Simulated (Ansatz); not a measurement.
Start from `NB(O)CO` and change one atom or group to get `NB(O)C=O`.

Ansatz, PBE0-D4/def2-TZVP geometries, multiplicity 1. Each molecule was computed in one conformer, which needn't be the lowest.

```
                                          property  `NB(O)CO`
size of the dipole moment (ωB97M-V/def2-TZVPP) / D       4.41
               HOMO–LUMO gap (PBE/def2-TZVPP) / eV       5.15
             HOMO energy (ωB97M-V/def2-TZVPP) / eV      -9.68
                 HOMO energy (PBE/def2-TZVPP) / eV      -5.56
             LUMO energy (ωB97M-V/def2-TZVPP) / eV       1.72
                 LUMO energy (PBE/def2-TZVPP) / eV      -0.41
```

Problem. What does the change do to each property? (Estimate.)

Solution. Ansatz gave: 
```json
{"property": "size of the dipole moment (ωB97M-V/def2-TZVPP) / D", "`NB(O)C=O`": "3.68", "shift": "-0.73"}
{"property": "HOMO–LUMO gap (PBE/def2-TZVPP) / eV", "`NB(O)C=O`": "2.75", "shift": "-2.40"}
{"property": "HOMO energy (ωB97M-V/def2-TZVPP) / eV", "`NB(O)C=O`": "-9.31", "shift": "0.37"}
{"property": "HOMO energy (PBE/def2-TZVPP) / eV", "`NB(O)C=O`": "-5.30", "shift": "0.26"}
{"property": "LUMO energy (ωB97M-V/def2-TZVPP) / eV", "`NB(O)C=O`": "0.83", "shift": "-0.89"}
{"property": "LUMO energy (PBE/def2-TZVPP) / eV", "`NB(O)C=O`": "-2.55", "shift": "-2.14"}
```

With PBE0 the HOMO rises by 0.33 eV and the LUMO falls by 1.87 eV, so the gap narrows by about 2.20 eV. PBE moves the HOMO by 0.26 eV and ωB97M-V by 0.37 eV. The zero-point energy changes by -60.8 kJ/mol with -6 modes. Dipoles are sizes alone; their direction can turn.
